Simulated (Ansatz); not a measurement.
A geometry optimisation of ClGeH5OSi with PBE0-D3(BJ)/pcseg-1

The starting geometry of this gas-phase singlet is a saddle point at PBE0-D3(BJ)/pcseg-1, pushed by 0.25 Å along its imaginary mode; its bonds are those of `Cl[SiH2][O][GeH3]`.

```xyz
9

Cl    0.2445   -1.1704    1.3754
Ge    1.5793    1.2289   -2.5928
O     1.3419    0.3952   -0.9680
Si    1.0430   -1.1721   -0.5455
H     2.3129   -1.9712   -0.4710
H     0.0397   -1.8106   -1.4461
H     3.0415    0.9629   -3.0249
H     0.5743    0.6173   -3.5978
H     1.3027    2.7183   -2.3110
```

Task: Where would you expect an optimisation with PBE0-D3(BJ)/pcseg-1 to take it?

Result: It keeps its bonds, and is `Cl[SiH2][O][GeH3]`.

The energy falls by 0.10 eV over 28 steps:

| step | E − E(last) (eV) |
| --- | --- |
| 1 | 0.098 |
| 4 | 0.075 |
| 7 | 0.057 |
| 10 | 0.038 |
| 13 | 0.007 |
| 16 | 0.001 |
| 19 | 0.000 |
| 22 | 0.000 |
| 25 | 0.000 |
| 28 | 0.000 |

Final geometry (Å):

```xyz
9

Cl   -0.1814   -0.3140    0.5685
Ge    1.5478    1.2173   -2.5171
O     2.0513   -0.2229   -1.5193
Si    1.2027   -1.3027   -0.6270
H     2.1360   -2.0229    0.2708
H     0.4064   -2.2259   -1.4786
H     2.7202    1.4360   -3.4737
H     0.2536    0.8459   -3.2536
H     1.3430    2.3875   -1.5518
```

Frequencies at the end are all real (lowest 36 cm⁻¹). Run with Ansatz 0.2.0, 43 s on 2 threads of Intel(R) Xeon(R) Gold 6455B (Sapphire Rapids), on a shared host.
